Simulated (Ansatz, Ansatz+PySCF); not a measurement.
```xyz
4

C     0.0000    0.0000   -0.6043
C     0.0000    0.0000    3.0213
H     0.0000    0.0000   -1.6792
H     0.0000    0.0000    4.0963
```

Basis set: STO-3G (spherical functions). Frozen core: 2 orbitals. Charge 0, multiplicity 1.

Computed with Ansatz (development build ahead of 0.2.0); each method stands on the lowest determinant of its kind that the runs found. Restricted open shells among the atoms or ions are ROHF, correlated in semicanonical orbitals with singles.

The atomization energy at this shape (free ground-state atoms in the same class of orbitals less the molecule, no zero-point energy) of singlet C2H2:

```
      method  atomization energy
UHF-CCSDT(Q)        660.5 kJ/mol
 UHF-CCSD(T)        660.5 kJ/mol
RHF-CCSDT(Q)        629.3 kJ/mol
     UHF-MP2        674.1 kJ/mol
         UHF        667.1 kJ/mol
         RHF       -169.1 kJ/mol
```

Problem. What does RHF-MP2 give?

Solution. 583.7 kJ/mol. Caution for UHF-CCSDT(Q), UHF-CCSD(T), UHF-MP2: bonds are stretched, where a single reference can fail. Caution for UHF-CCSDT(Q), UHF-CCSD(T), UHF-MP2, UHF: the determinant breaks the point group; the unrestricted determinant is a mixture of spin states. Caution for RHF-CCSDT(Q), RHF-MP2, RHF: an unrestricted determinant lies well below. Caution for RHF-CCSDT(Q), RHF-MP2: large amplitudes, a single reference is doubtful. Caution for RHF-CCSDT(Q): the amplitudes may be one of several solutions. Caution for RHF: the molecule lies well above its atoms at this level.

This basis has no polarisation functions and is too small for such energies, which can lie far from measured ones in either direction.
